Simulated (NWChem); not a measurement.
Molecule: isocyanic acid (CHNO); SMILES C(=N)=O

Results from NWChem. Each level has its own optimisation; frequencies are unscaled.

| level | basis functions | r C–N (Å) | r H–N (Å) | r C–O (Å) | highest harmonic frequency (cm⁻¹) | lowest (cm⁻¹) | zero-point energy (kcal/mol) | dipole (D) | relative time |
|---|---|---|---|---|---|---|---|---|---|
| PBE/3-21G | 29 | 1.215 | 1.014 | 1.205 | 3622 | 545 | 12.8 | 2.60 | 1 |
| PBE/pcseg-1 | 47 | 1.225 | 1.018 | 1.181 | 3595 | 549 | 13.0 | 2.22 | 2 |
| PBE/aug-pcseg-1 | 78 | 1.227 | 1.018 | 1.181 | 3583 | 552 | 13.0 | 2.02 | 7 |
| PBE/pcseg-2 | 104 | 1.220 | 1.012 | 1.175 | 3603 | 559 | 13.0 | 2.14 | 10 |
| PBE/def2-TZVPP | 107 | 1.220 | 1.012 | 1.175 | 3603 | 553 | 13.0 | 2.09 | 10 |

Relative times are rough (shared machine, one core).
